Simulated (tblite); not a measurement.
Species: C3H14BNSi2.
Atom-mapped SMILES: `[CH3:1][B:2]([CH3:3])[Si@H:4]([CH3:5])[NH:6][SiH3:7]` (hydrogens: H8, H9, H10 on C1; H11, H12, H13 on C3; H14 on Si4; H15, H16, H17 on C5; H18 on N6; H19, H20, H21 on Si7)

Computed with GFN2-xTB (tblite), gas phase: L-BFGS steps from a force-field or distance-geometry start until the largest atomic force falls under 0.01 eV/Å.

Geometry at step 6:
```
atom  x, y, z in Å
C1     -2.0499    0.1863    0.9825
B2     -1.1041    0.2890   -0.2592
C3     -1.5452    1.1058   -1.5144
Si4     0.5810   -0.6799   -0.3232
C5      0.3003   -2.5352   -0.0601
N6      1.6856   -0.0790    0.9004
Si7     2.2511    1.5393    0.6532
H8     -1.5139    0.5227    1.8679
H9     -2.3038   -0.8481    1.2115
H10    -2.9822    0.7490    0.9137
H11    -2.5056    1.6139   -1.4359
H12    -0.7904    1.8532   -1.7404
H13    -1.5671    0.4897   -2.4107
H14     1.3150   -0.5431   -1.5937
H15     1.2073   -3.1307   -0.0829
H16    -0.3449   -2.9065   -0.8512
H17    -0.2074   -2.7476    0.8764
H18     2.4105   -0.7324    1.1774
H19     2.9623    1.5245   -0.6080
H20     3.1165    1.9526    1.7489
H21     1.0759    2.3932    0.5475
```

**Question.** Give the atomic forces at this geometry.

**Answer.** 
```tsv
atom	Fx (eV/Å)	Fy (eV/Å)	Fz (eV/Å)
C1	-0.111	0.028	0.230
B2	-0.191	-0.070	-0.016
C3	-0.121	0.225	-0.211
Si4	0.077	-0.080	0.150
C5	-0.042	-0.357	0.021
N6	0.164	-0.024	0.064
Si7	-0.029	-0.189	0.188
H8	0.006	0.118	0.102
H9	-0.039	-0.054	-0.088
H10	0.073	-0.035	0.016
H11	0.007	-0.014	-0.011
H12	0.097	0.208	0.002
H13	-0.067	-0.142	-0.022
H14	0.084	-0.138	-0.316
H15	0.036	0.058	0.012
H16	0.017	-0.011	-0.021
H17	0.060	0.063	0.033
H18	-0.246	0.153	0.051
H19	0.294	0.285	-0.327
H20	0.039	-0.074	0.106
H21	-0.108	0.051	0.037
```

The largest, 0.52 eV/Å, acts on H19; the rms over all components is 0.135 eV/Å. The forces sum to zero within rounding, as they must for an isolated molecule in no field.

**Question.** Give the force on H19 in Eh/bohr and in nN.

**Answer.** 0.524 eV/Å ÷ 51.422 = 0.01019 Eh/bohr, and 0.524 eV/Å × 1.602 = 0.84 nN.

**Question.** How far is this geometry from the end of the optimisation?

**Answer.** 0.182 eV above it, and 0.299 Å rms away after alignment. The bonds farthest from their final lengths, with half the difference of the two atoms' forces along the bond (positive lengthens):

```
   bond  now (Å)  final (Å)  force along bond (eV/Å)
 B2–Si4    1.945      1.968                    +0.12
Si7–H19    1.448      1.470                    +0.30
Si4–H14    1.474      1.491                    +0.20
 Si4–C5    1.895      1.911                    +0.14
  B2–C3    1.561      1.575                    +0.15
  C1–B2    1.564      1.575                    +0.07
```

The angle farthest from its final value is Si4–N6–Si7, 115.2° against 129.2°.

Of the 6 listed bonds off by 0.010 Å or more, this force points towards the final length in 6.

What follows is the cost of the whole relaxation. Time: 0.86 s wall. Hardware: one thread, Arm Neoverse V1 (aarch64), shared host.
